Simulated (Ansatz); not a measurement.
Relaxation of C₂H₇BOSi (12 atoms, charge 0, multiplicity 1), to a largest force component of 0.015 eV/Å in at most 40 steps.

Method: RKS r2SCAN-D4/6-31G in Ansatz 0.2.0.

```xyz
12
Properties=species:S:1:pos:R:3
C -1.379 0.717 -0.093
C -0.356 -0.255 -0.487
Si 0.131 -1.328 0.825
B 1.191 0.213 -0.132
O 2.277 1.059 -0.353
H -1.457 1.586 -0.867
H -1.217 1.223 0.896
H -2.378 0.276 -0.094
H -0.451 -0.709 -1.443
H 0.909 -2.551 0.527
H -0.033 -0.885 2.249
H 2.840 0.598 -0.994
```

Problem. Where does it end, and by what steps?

Solution. It converged. Limits of this set-up: no polarisation functions. After 16 steps the energy has fallen by 2.166 eV; H12 moved furthest, 0.90 Å.

| step | energy less start (eV) | largest force component (eV/Å) | accepted |
| --- | --- | --- | --- |
| 0 | 0.0000 | 3.303 | yes |
| 1 | -1.1208 | 1.890 | yes |
| 2 | -1.5235 | 2.718 | yes |
| 3 | -1.8601 | 1.393 | yes |
| 4 | -2.0293 | 1.774 | yes |
| 5 | -2.0796 | 0.740 | yes |
| 6 | -2.0824 | 0.416 | yes |
| 7 | -2.1365 | 0.153 | yes |
| 8 | -2.1419 | 0.065 | yes |
| 9 | -2.1509 | 0.185 | yes |
| 10 | -2.1493 | 0.494 | no |
| 11 | -2.1571 | 0.157 | yes |
| 12 | -2.1617 | 0.164 | yes |
| 13 | -2.1642 | 0.103 | yes |
| 14 | -2.1649 | 0.072 | yes |
| 15 | -2.1654 | 0.037 | yes |
| 16 | -2.1655 | 0.012 | yes |

```xyz
12
Properties=species:S:1:pos:R:3
C -1.387 0.878 -0.212
C -0.350 -0.204 -0.487
Si 0.605 -1.429 0.834
B 1.154 0.034 -0.393
O 1.981 1.102 -0.590
H -1.546 1.500 -1.105
H -1.058 1.543 0.596
H -2.352 0.445 0.080
H -0.665 -0.934 -1.246
H 0.368 -2.863 0.467
H 0.445 -1.186 2.311
H 2.881 1.059 -0.219
```

Whether the end is a true minimum wasn't checked by a vibrational analysis.

Run time: 2.5 min on 1 thread of AMD EPYC (Zen 3) (shared host), peak memory 0.2 GiB.
